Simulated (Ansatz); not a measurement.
Frontier orbitals of ClGeH$_{2}$N, SMILES `[NH2][Ge][Cl]`.

Cartesian coordinates in Å:
```
N -0.691 0.107 -0.003
Ge 0.710 -0.066 1.131
Cl 2.231 -0.363 -0.443
H -0.618 0.056 -1.008
H -1.632 0.266 0.322
```

The species carries charge 0 and has multiplicity 1. Correlated methods include outer-core shells of Ge, which these sets cover unevenly. Scalar relativity is left out up to krypton. The structure was optimised at the PBE0-D4/def2-TZVP level. It is one conformer, not always the lowest. Basis def2-TZVPP, Ansatz 0.2.0.

Wavefunction ionisation energies are left out: the UHF cation lies over 0.3 eV above the hybrids' and is likely on a second state.

Orbital energies of one run (eV). Highest occupied ones, from the top: -9.76, -10.56, -11.33, -11.74, -13.17, -16.83, -17.39, -24.98, -26.94, -36.35, -36.44, -36.47, -36.57, -36.61. Empty: 0.24, 2.05, 2.92, 4.46, 4.52, 7.51.

(1) Which functional gave them?
A. ωB97X-V
B. B97M-V
C. CAM-B3LYP
D. LDA (SPW92)

Results:

(1) A. HOMO energies: ωB97X-V -9.76, CAM-B3LYP -8.82, LDA (SPW92) -6.56, B97M-V -6.67 eV.
